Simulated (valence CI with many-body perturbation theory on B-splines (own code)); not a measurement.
## Er63+: electric-dipole lines

Calculated by valence CI with perturbative core correlation (CI+MBPT): three valence electrons over a frozen Dirac-Fock core [He], a basis of 11 s, 11 p, 10 d, 8 f, 5 g, 2 h functions for each j, with the one-electron correlation potential Σ1 (screened to all orders), the two-electron term Σ2, the three-electron term Σ3, Breit, model QED; selected single and double excitations, second order for the rest, scaled by the run's own slope (own B-spline code, finite nucleus).

The last digits are not significant, and no measured levels were compared; by estimate large intervals hold to a few tenths of a per cent, small ones and those within an open d or f shell to about a per cent.

Lines 51 to 100 of 577 in falling wavelength, among levels below 12651 eV, chosen from the strongest by gf and those to the six lowest levels. Wavelengths and rates use the calculated energies. Electric multipoles are in the length gauge with retardation, E1 and E2 with the static RPA response of the core. Weak lines are less certain than strong ones. Lines between different terms over intervals too small for the method are left out, as are lines whose strength nearly cancels. The highest levels of a list are the least certain.

Levels are named by their leading jj configuration (3d3/2^4 stands for four electrons in 3d with j = 3/2), which in mixed levels can hold well under half, so a name can repeat and another be missing. Letters in brackets count levels of one name in rising energy.

```
λ vac (Å)                          Upper                          Lower   A (s⁻¹)  S (a.u.) with core polarisation  S without
    75.28     (2s 2p1/2 2p3/2) J=3/2 [a]             (2s^2 2p3/2) J=3/2  8.50e+08                         7.16e-04   7.17e-04
    72.80      (2p3/2^2 3d5/2) J=5/2 [a]          (2p3/2^2 3p3/2) J=5/2  1.88e+10                         2.14e-02   2.14e-02
    70.12      (2p1/2 2p3/2 3p3/2) J=7/2     (2s 2p3/2 3p3/2) J=5/2 [b]  1.92e+10                         2.61e-02   2.61e-02
    60.99         (2s 2p1/2 2p3/2) J=5/2             (2s^2 2p3/2) J=3/2  7.12e+09                         4.79e-03   4.79e-03
    52.76             (2s 2p1/2^2) J=1/2             (2s^2 2p1/2) J=1/2  1.95e+10                         2.82e-03   2.83e-03
    50.70          (2p1/2^2 4f7/2) J=7/2         (2s 2p1/2 4f7/2) J=9/2  2.74e+10                         1.41e-02   1.41e-02
    50.58          (2p1/2^2 3p3/2) J=3/2         (2s 2p1/2 3p3/2) J=1/2  5.63e+10                         1.44e-02   1.44e-02
    50.13          (2p1/2^2 2p3/2) J=3/2         (2s 2p1/2 2p3/2) J=1/2  1.22e+10                         3.04e-03   3.04e-03
    48.44          (2p1/2^2 3d5/2) J=5/2         (2s 2p1/2 3d5/2) J=7/2  3.72e+10                         1.25e-02   1.25e-02
    46.26         (2s 2p1/2 2p3/2) J=1/2             (2s^2 2p3/2) J=3/2  1.52e+10                         1.48e-03   1.48e-03
    45.93     (2s 2p1/2 2p3/2) J=3/2 [b]             (2s^2 2p3/2) J=3/2  1.09e+10                         2.09e-03   2.09e-03
    39.74          (2p1/2^2 2p3/2) J=3/2         (2s 2p1/2 2p3/2) J=5/2  6.59e+10                         8.16e-03   8.17e-03
    38.33  (2p1/2 2p3/2 3d3/2) J=5/2 [b]  (2p1/2 2p3/2 3p1/2) J=3/2 [b]  1.64e+11                         2.74e-02   2.74e-02
    37.84     (2s 2p1/2 3d3/2) J=3/2 [b]     (2s 2p1/2 3p1/2) J=1/2 [b]  1.63e+11                         1.75e-02   1.75e-02
    37.69  (2p1/2 2p3/2 3d3/2) J=3/2 [b]  (2p1/2 2p3/2 3p1/2) J=3/2 [b]  1.92e+11                         2.03e-02   2.03e-02
    37.30         (2s 2p1/2 3d3/2) J=1/2     (2s 2p1/2 3p1/2) J=1/2 [b]  2.74e+11                         1.40e-02   1.40e-02
    37.09     (2s 2p3/2 3d3/2) J=3/2 [b]         (2s 2p3/2 3p1/2) J=1/2  1.14e+11                         1.15e-02   1.15e-02
    36.67  (2p1/2 2p3/2 3d3/2) J=1/2 [b]  (2p1/2 2p3/2 3p1/2) J=3/2 [b]  2.61e+11                         1.27e-02   1.27e-02
    36.53     (2s 2p3/2 3d3/2) J=5/2 [a]         (2s 2p3/2 3p1/2) J=5/2  1.82e+11                         2.63e-02   2.63e-02
    36.35          (2p3/2^2 3p3/2) J=5/2             (2p3/2^2 3s) J=3/2  2.36e+11                         3.36e-02   3.36e-02
    36.31     (2s 2p3/2 3d3/2) J=5/2 [a]     (2s 2p3/2 3p1/2) J=3/2 [a]  1.54e+11                         2.18e-02   2.18e-02
    36.20          (2p3/2^2 3p3/2) J=1/2             (2p3/2^2 3s) J=3/2  4.90e+11                         2.29e-02   2.30e-02
    36.17          (2p3/2^2 3d3/2) J=5/2          (2p3/2^2 3p1/2) J=5/2  1.78e+11                         2.49e-02   2.49e-02
    36.16  (2p1/2 2p3/2 3p3/2) J=3/2 [a]     (2p1/2 2p3/2 3s) J=3/2 [b]  1.53e+11                         1.43e-02   1.43e-02
    36.13      (2p3/2^2 3d3/2) J=3/2 [a]          (2p3/2^2 3p1/2) J=3/2  2.68e+11                         2.49e-02   2.49e-02
    36.13     (2s 2p3/2 3d5/2) J=5/2 [a]     (2s 2p3/2 3p1/2) J=3/2 [b]  1.20e+11                         1.67e-02   1.67e-02
    36.08          (2p3/2^2 3d3/2) J=7/2          (2p3/2^2 3p1/2) J=5/2  3.44e+11                         6.39e-02   6.39e-02
    36.07      (2p3/2^2 3d3/2) J=3/2 [b]          (2p3/2^2 3p1/2) J=1/2  3.14e+11                         2.91e-02   2.91e-02
    35.94          (2p3/2^2 3d3/2) J=5/2          (2p3/2^2 3p1/2) J=3/2  1.60e+11                         2.20e-02   2.20e-02
    35.88  (2p1/2 2p3/2 3d3/2) J=3/2 [a]  (2p1/2 2p3/2 3p1/2) J=3/2 [a]  1.25e+11                         1.14e-02   1.14e-02
    35.78         (2s 2p3/2 3d3/2) J=7/2         (2s 2p3/2 3p1/2) J=5/2  3.22e+11                         5.82e-02   5.82e-02
    35.76  (2p1/2 2p3/2 3d3/2) J=5/2 [a]  (2p1/2 2p3/2 3p1/2) J=3/2 [a]  2.66e+11                         3.60e-02   3.60e-02
    35.73     (2s 2p3/2 3d3/2) J=3/2 [a]     (2s 2p3/2 3p1/2) J=3/2 [a]  2.86e+11                         2.57e-02   2.57e-02
    35.70     (2s 2p3/2 3d3/2) J=5/2 [b]     (2s 2p3/2 3p1/2) J=3/2 [b]  2.29e+11                         3.09e-02   3.09e-02
    35.65     (2s 2p1/2 3d3/2) J=3/2 [a]     (2s 2p1/2 3p1/2) J=1/2 [a]  3.25e+11                         2.90e-02   2.90e-02
    35.58     (2s 2p3/2 3p3/2) J=3/2 [a]        (2s 2p3/2 3s) J=3/2 [a]  4.18e+11                         3.72e-02   3.72e-02
    35.54             (2s^2 3d3/2) J=3/2             (2s^2 3p1/2) J=1/2  3.37e+11                         2.99e-02   2.99e-02
    35.54          (2p3/2^2 3d3/2) J=1/2          (2p3/2^2 3p1/2) J=3/2  3.53e+11                         1.56e-02   1.56e-02
    35.49      (2p1/2 2p3/2 3d3/2) J=7/2      (2p1/2 2p3/2 3p1/2) J=5/2  3.28e+11                         5.80e-02   5.80e-02
    35.46          (2p1/2^2 3d3/2) J=3/2          (2p1/2^2 3p1/2) J=1/2  3.21e+11                         2.83e-02   2.83e-02
    35.42         (2s 2p1/2 3d3/2) J=5/2         (2s 2p1/2 3p1/2) J=3/2  3.26e+11                         4.29e-02   4.29e-02
    35.36          (2p1/2^2 2p3/2) J=3/2     (2s 2p1/2 2p3/2) J=3/2 [a]  1.87e+10                         1.64e-03   1.64e-03
    35.32     (2s 2p3/2 3d3/2) J=1/2 [a]     (2s 2p3/2 3p1/2) J=3/2 [a]  3.87e+11                         1.68e-02   1.68e-02
    35.28  (2p1/2 2p3/2 3d3/2) J=3/2 [a]      (2p1/2 2p3/2 3p1/2) J=1/2  1.91e+11                         1.66e-02   1.66e-02
    35.26          (2p3/2^2 3p3/2) J=7/2             (2p3/2^2 3s) J=5/2  5.53e+11                         9.58e-02   9.58e-02
    35.25          (2p3/2^2 3p3/2) J=5/2             (2p3/2^2 3s) J=5/2  2.83e+11                         3.67e-02   3.67e-02
    35.23     (2s 2p1/2 3p3/2) J=3/2 [b]        (2s 2p1/2 3s) J=1/2 [b]  2.89e+11                         2.49e-02   2.49e-02
    35.15  (2p1/2 2p3/2 3p3/2) J=1/2 [a]         (2p1/2 2p3/2 3s) J=1/2  3.04e+11                         1.30e-02   1.30e-02
    35.02     (2s 2p3/2 3d3/2) J=1/2 [b]         (2s 2p3/2 3p1/2) J=1/2  2.84e+11                         1.20e-02   1.20e-02
    34.76     (2s 2p3/2 3p3/2) J=5/2 [b]        (2s 2p3/2 3s) J=3/2 [b]  5.41e+11                         6.73e-02   6.73e-02
```
